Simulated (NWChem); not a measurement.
Molecule: TeCl₂, triplet; SMILES of the neutral closed-shell parent [Te](Cl)Cl

```xyz
3

Te     0.6819     0.2503     0.0000
Cl    -0.5971    -1.9747     0.0000
Cl    -1.4888     1.2092     0.0000
```
Atoms are numbered in this order, from 1.

In the optimisation the excess spin sits in a' and a" (Cs, its own frame). The geometry was optimised at PBE0/def2-SVP, spin-unrestricted. The spin multiplicity was typed, not searched, and may not be the lowest. No stability test was run on the SCF state. def2 effective core potentials on Te; no spin-orbit coupling.

Symmetry labels are those of Cs in the frame above (b1 and b2, or b-type labels, depend on it).

Q: List the 4 lowest vertical excitations from PBE0/def2-SVP with def2 effective core potentials on Te, spin-unrestricted, TDA (NWChem).

A: 
```
state    energy (eV)  oscillator strength  symmetry of the excitation  <S²>
-------  -----------  -------------------  --------------------------  ----
state 1         1.08                0.000                          a"  2.02
state 2         1.72                0.000                          a'  2.01
state 3         2.30                0.023                          a"  2.02
state 4         2.46                0.000                          a'  2.01
```
